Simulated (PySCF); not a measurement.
## Assignment exercise: C$_{8}$H$_{11}$P

Atom-mapped SMILES (the numbers label the heavy atoms): `[CH3:1][CH2:2][c:3]1[cH:4][p:5][cH:6][cH:7][c:8]1[CH3:9]`; H(Xn) means a hydrogen on atom n.

Computational details: σ from GIAO-PBE0/pcSseg-1, structure optimised with GFN2-xTB, in PySCF 2.14 (no solvent, one conformer, non-relativistic, one averaged value for each set of equivalent atoms).

References, each an isolated molecule treated in the same way: TMS for ¹³C (σref 186.93) and ¹H (σref 31.72).

(1) Assign these signals to the numbered atoms. ¹³C{¹H} NMR (computed): δ 165.2, 163.1, 154.1, 141.8, 141.2, 34.6, 25.0, 19.2.

(2) Assign these signals to the numbered atoms. ¹H NMR (400 MHz, computed): δ 8.98 (m, 1H), 8.97 (m, 1H), 8.05 (m, 1H), 2.80 (q, 2H), 2.61 (s, 3H), 1.23 (t, 3H).

Results:

(1) 
165.2 → C4, aromatic CH
163.1 → C6, aromatic CH
154.1 → C3, substituted aromatic carbon
141.8 → C7, aromatic CH
141.2 → C8, substituted aromatic carbon
34.6 → C2, sp3 CH2 on an aromatic ring: saturated and bonded to C and H only
25.0 → C9, methyl carbon on an aromatic ring: aliphatic region, no heteroatom directly attached
19.2 → C1, methyl carbon: a saturated carbon with 1 carbon neighbour and no heteroatom attached

C7 and C8 lie closer than the usual error of such a calculation, so a measured spectrum could show them in the other order.

(2) 
```tsv
δ (ppm)	atoms	environment	reason
8.98	H(C6)	hydrogen on an aromatic CH	ring-current deshielding
8.97	H(C4)	hydrogen on an aromatic CH	–
8.05	H(C7)	hydrogen on an aromatic CH	–
2.80	H(C2)	hydrogen on an sp3 CH2 on an aromatic ring	benzylic-type position, deshielded by the ring
2.61	H(C9)	hydrogen on a methyl carbon on an aromatic ring	benzylic-type position, deshielded by the ring
1.23	H(C1)	hydrogen on a methyl carbon	–
```

H(C6) and H(C4) lie closer than the usual error of such a calculation, so a measured spectrum could show them in the other order.

Splittings by ³¹P in the carbon and heteronuclear signals aren't shown, as no couplings were computed. Shifts are as computed. Against solution values, carbons near 30 ppm lie about +3 ppm off and those near 130 ppm about +5 ppm. Of 1211 compounds with measured shifts, 218 miss one by over three times the rms of a fit or turn the order of signals round; such compounds aren't used in these exercises. No couplings were computed; multiplicities are counted from neighbouring protons, with m where these are inequivalent, close in shift, in a saturated or five-membered ring or joined by F or P, and br s for small geminal =CH2 splittings.
